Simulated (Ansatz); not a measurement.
`C[BH][GaH2]` + `[OH][SnH3]` → `O[BH][GaH2]` + `[CH3][SnH3]`  (redistribution)

Gas-phase electronic energies from Ansatz, PBE0-D4/def2-TZVP geometries. CCSD(T)/CBS adds triple-zeta CCSD(T) − MP2 to the extrapolated MP2 energy (def2 sets, frozen cores). DFT in def2-TZVPP. def2 core potentials past Kr. For Ga, Sn outer-core shells are correlated without core-valence functions, which leaves a few kJ/mol of doubt a bond. Scalar relativity is left out up to krypton. One conformer a species, not always the lowest.

CCSD(T)/CBS gives -1.02 eV.

Another level gave -1.04 eV. Which?
A. PBE0/def2-TZVPP
B. r2SCAN/def2-TZVPP
C. RPA@PBE/def2-TZVPP
D. B97M-V/def2-TZVPP

A. PBE0 -1.04, r2SCAN -0.98, RPA@PBE/def2-TZVPP -1.09, B97M-V -0.92 eV.

What do rigid-rotor, harmonic-oscillator terms from PBE0-D4/def2-TZVP frequencies (298.15 K, 1 bar) make of the CCSD(T)/CBS value? (Estimate.)

Ansatz gave: ΔZPE = +0.06 eV, ΔH = -0.97 eV, ΔS = -18 J/(mol·K), ΔG = -0.91 eV.

Largest T1 diagnostic among the species: 0.014.

From r2SCAN to r2SCAN0 (25 % exact exchange), in def2-TZVPP and without D4, ΔE moves by −0.04 eV. At CCSD(T), def2-SVP lies −0.24 eV from the extrapolated value and def2-TZVPP −0.07 eV. Leaving LDA and LC-ωPBE aside and taking each functional with its dispersion term where it has one, the values, not all of them listed here, spread over 0.14 eV, from PBE-QIDH to B97M-V. LDA lies −0.09 eV from PBE without D4.
